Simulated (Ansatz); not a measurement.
`[OH][Ti]([F])([F])[Cl]` + H₂O → `[OH][Ti]([OH])([F])[Cl]` + H–F at 700 K and 1 bar (formal hydrolysis of a Ti–F bond).

Program: Ansatz. Geometries: PBE0-D4/def2-TZVP. ΔE: electronic, gas phase. CBS: MP2 limit from def2 TZ/QZ plus the TZ coupled-cluster correction, frozen cores. This one scheme is used for every species. For Ti outer-core shells are correlated without core-valence functions, which leaves a few kJ/mol of doubt a bond. Scalar relativity is left out up to krypton. Each species was taken in one conformer, which may not be the lowest.

| species | CCSD(T)/CBS energy (Eh) | H − E (kJ/mol) | S (J/(mol·K)) |
| --- | --- | --- | --- |
| `[OH][Ti]([F])([F])[Cl]` | -1584.32027 | 115.6 | 449.9 |
| H₂O | -76.37941 | 80.5 | 218.4 |
| `[OH][Ti]([OH])([F])[Cl]` | -1560.29034 | 151.2 | 476.8 |
| H–F | -100.39570 | 45.2 | 198.5 |

H − E and S are ideal-gas, rigid-rotor, harmonic terms from PBE0-D4/def2-TZVP, for one conformer and one mirror image of each species. 1 Eh = 2625.50 kJ/mol, R = 8.31446 J/(mol·K).

Task: By hand: ΔE, ΔH, ΔS and ΔG.

Result: ΔE = (-1560.29034) + (-100.39570) − (-1584.32027) − (-76.37941) = 0.01364 Eh = 35.8 kJ/mol. Δ(H − E) = 151.2 + 45.2 − 115.6 − 80.5 = 0.3, so ΔH = 36.1 kJ/mol. ΔS = 476.8 + 198.5 − 449.9 − 218.4 = 7.0 J/(mol·K). ΔG = 36.1 − 700 × (7.0)/1000 = 31.2 kJ/mol.

Task: By hand: the equilibrium constant, and the temperature at which ΔG would vanish if ΔH and ΔS stayed fixed.

Result: log₁₀ K = −ΔG/(RT ln 10) = -2.3. ΔG = 0 at ΔH/ΔS = 5157 K, far beyond where these terms or the molecules hold.

The number of gas molecules stays the same, so ΔS is small and ΔH decides. A doubt of 5 kJ/mol in ΔE shifts log₁₀ K by 0.4 here. Other conformers and mirror images would add mixing entropy, several J/(mol·K) or more a flexible species. These are equilibria of isolated gas molecules and say nothing of rates. Largest T1 diagnostic: 0.024 (customary marks: 0.02 for closed shells, 0.045 for open ones).
